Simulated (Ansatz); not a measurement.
The cluster W₂O₅⁻. The state is a doublet with charge -1. Geometry PBE-D4/def2-SVPD.

Cartesian coordinates in Å:
```
W 0.252 -0.660 0.517
W -0.716 1.908 0.145
O 0.855 -0.840 -1.340
O 1.727 -1.571 -0.412
O -1.058 -1.708 0.968
O -1.414 1.974 -1.435
O 0.354 0.897 1.557
```

In the def2 sets W takes a core potential; there is no spin–orbit coupling. HSE06 is defined as in plane-wave codes, on full-range PBE exchange. The structure holds 1 bond(s) between oxygen atoms. At PBE-D4/def2-TZVPD, r2SCAN-D4/def2-TZVPD, PBE0-D4/def2-TZVPD, HSE06-D4/def2-TZVPD and others the charge -1 doublet is spin-contaminated (final ⟨S²⟩ up to 1.69, 0.75 for a pure state). No other spin state of charge -1 was run. The geometry of the doublet was relaxed on an unsound state (⟨S²⟩ 1.11, where a pure state has 0.75). Another isomer (doublet) lies 5.36 eV lower at PBE0-D4/def2-TZVPD; other spin states weren't run for this one.

Estimate the α-spin orbital energies around the gap (eV) in Ansatz with PBE-D4/def2-TZVPD, r2SCAN-D4/def2-TZVPD, PBE0-D4/def2-TZVPD, HSE06-D4/def2-TZVPD, ωB97M-V/def2-TZVPD.


```tsv
orbital	PBE-D4/def2-TZVPD	r2SCAN-D4/def2-TZVPD	PBE0-D4/def2-TZVPD	HSE06-D4/def2-TZVPD	ωB97M-V/def2-TZVPD
HOMO−5	-3.75	-4.02	-5.26	-4.85	-7.65
HOMO−4	-3.54	-3.74	-4.95	-4.54	-7.31
HOMO−3	-2.12	-2.46	-3.51	-3.10	-5.94
HOMO−2	-1.85	-2.12	-2.93	-2.55	-4.99
HOMO−1	-1.22	-1.78	-2.77	-2.37	-4.94
HOMO	-0.99	-1.52	-2.53	-2.13	-4.75
LUMO	0.40	0.89	1.23	0.88	2.48
LUMO+1	1.25	1.28	2.05	1.68	3.31
LUMO+2	1.35	1.63	2.22	1.85	3.58
LUMO+3	2.14	2.37	3.07	2.70	3.83
LUMO+4	2.38	2.74	3.20	2.88	4.04
LUMO+5	2.68	2.91	3.35	3.05	4.30
β HOMO	-0.23	-0.39	-1.12	-0.73	-3.09
β LUMO	0.36	0.67	1.34	0.97	3.22
```
